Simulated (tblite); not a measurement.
Parent: `[CH:1]#[C:2][CH2:3][C@H:4]([F:5])[SiH2:6][CH3:7]` with C2–C3–C4–F5 -172°, C3–C4–Si6–C7 176°, C5H9FSi.

The geometries are computed with GFN2-xTB (gas phase). One conformer each, not checked by frequencies here.

| coordinate of the parent | value |
| --- | --- |
| C1≡C2 | 1.197 Å |
| C2–C3 | 1.446 Å |
| C3–C4 | 1.529 Å |
| C4–F5 | 1.395 Å |
| C4–Si6 | 1.927 Å |
| Si6–C7 | 1.894 Å |
| C1–C2–C3 | 178.8° |
| C2–C3–C4 | 111.1° |
| C3–C4–F5 | 107.7° |
| C3–C4–Si6 | 114.3° |
| F5–C4–Si6 | 108.1° |
| C4–Si6–C7 | 107.7° |

Task: How does the shared frame change in `[CH:1]#[C:2][CH2:3][C@:4]([F:5])([SiH2:6][CH3:7])[CH:8]([F:9])[F:10]` with C2–C3–C4–F5 -64°, C3–C4–Si6–C7 155°, C3–C4–C8–F9 169°, C6H9F3Si? Atoms pair as C1 = C1, C2 = C2, C3 = C3, C4 = C4, F5 = F5, Si6 = Si6, C7 = C7 (parent first).

Result: 
```csv
parent,relative,value in the relative,change
C1≡C2,C1≡C2,1.197 Å,0.000
C2–C3,C2–C3,1.450 Å,+0.004
C3–C4,C3–C4,1.531 Å,+0.002
C4–F5,C4–F5,1.397 Å,+0.002
C4–Si6,C4–Si6,1.943 Å,+0.016
Si6–C7,Si6–C7,1.888 Å,-0.006
C1–C2–C3,C1–C2–C3,178.1°,-0.7
C2–C3–C4,C2–C3–C4,112.8°,+1.7
C3–C4–F5,C3–C4–F5,108.0°,+0.3
C3–C4–Si6,C3–C4–Si6,112.9°,-1.4
F5–C4–Si6,F5–C4–Si6,108.5°,+0.4
C4–Si6–C7,C4–Si6–C7,108.3°,+0.6
```

Of the parent's bonds, C4–Si6 changes most (+0.016 Å). Bonds of the relative outside the shared frame: C4–C8 1.523, C8–F9 1.357, C8–F10 1.354 Å. Point group C1 → C1.

Task: How does the shared frame change in `[CH:1]#[C:2][CH2:3][C@:4]([F:5])([CH2:6][CH3:7])[SiH2:8][CH3:9]` with C2–C3–C4–F5 -174°, C3–C4–C6–C7 180°, C3–C4–Si8–C9 -144°, C7H13FSi? Atoms pair as C1 = C1, C2 = C2, C3 = C3, C4 = C4, F5 = F5, Si6 = Si8, C7 = C9 (parent first).

Result: 
| parent | relative | value in the relative | change |
| --- | --- | --- | --- |
| C1≡C2 | C1≡C2 | 1.197 Å | 0.000 |
| C2–C3 | C2–C3 | 1.445 Å | -0.001 |
| C3–C4 | C3–C4 | 1.535 Å | +0.006 |
| C4–F5 | C4–F5 | 1.409 Å | +0.014 |
| C4–Si6 | C4–Si8 | 1.936 Å | +0.009 |
| Si6–C7 | Si8–C9 | 1.895 Å | +0.001 |
| C1–C2–C3 | C1–C2–C3 | 179.4° | +0.6 |
| C2–C3–C4 | C2–C3–C4 | 111.3° | +0.2 |
| C3–C4–F5 | C3–C4–F5 | 105.7° | -2.0 |
| C3–C4–Si6 | C3–C4–Si8 | 110.8° | -3.5 |
| F5–C4–Si6 | F5–C4–Si8 | 107.2° | -0.9 |
| C4–Si6–C7 | C4–Si8–C9 | 109.7° | +2.0 |

Of the parent's bonds, C4–F5 changes most (+0.014 Å). Bonds of the relative outside the shared frame: C4–C6 1.526, C6–C7 1.523 Å. Point group C1 → C1.
